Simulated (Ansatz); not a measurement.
Reactions of HKS (`[SH][K]`).

Program: Ansatz. Geometries: PBE0-D4/def2-TZVP. ΔE: electronic, gas phase. CBS: MP2 limit from def2 TZ/QZ plus the TZ coupled-cluster correction, frozen cores. This one scheme is used for every species, atoms too. DFT in def2-TZVPP. Open shells (•) are unrestricted, without spin–orbit coupling. Spin–orbit coupling would lower the free atoms: a little for S. Elements past krypton have def2 core potentials. For Br, I, K outer-core shells are correlated without core-valence functions, so the limit isn't a true one: a few kJ/mol of doubt a bond, and 10 to 20 or more in all where bonds break to atoms. Scalar relativity is left out up to krypton.

| reaction | r2SCAN-D4 (kJ/mol) | ωB97M-V (kJ/mol) | CCSD(T)/CBS(def2) (kJ/mol) |
| --- | --- | --- | --- |
| `[SH][K]` + `[AlH2][I]` → `[K][I]` + `[AlH2][SH]` | -89 | -89 | -80 |
| `[SH][K]` + HI → `[K][I]` + H₂S | -124 | -125 | -119 |
| `[SH][K]` → K• + `[SH]`• | 281 | 290 | 295 |
| `[SH][K]` → H• + K• + S• | 652 | 662 | 661 |
| `[SH][K]` + H₂O → `[OH][K]` + H₂S | 65 | 66 | 65 |
| `[SH][K]` + HBr → `[K][Br]` + H₂S | -113 | -114 | -107 |
| `[SH][K]` + NH₃ → `[NH2][K]` + H₂S | 154 | 153 | 151 |
| `[SH][K]` + H₂ → `[KH]` + H₂S | 167 | 156 | 172 |
| `[SH][K]` + CH₃SH → `C[S][K]` + H₂S | 29 | 29 | 28 |

Largest T1 diagnostic: 0.017, for `[KH]`.
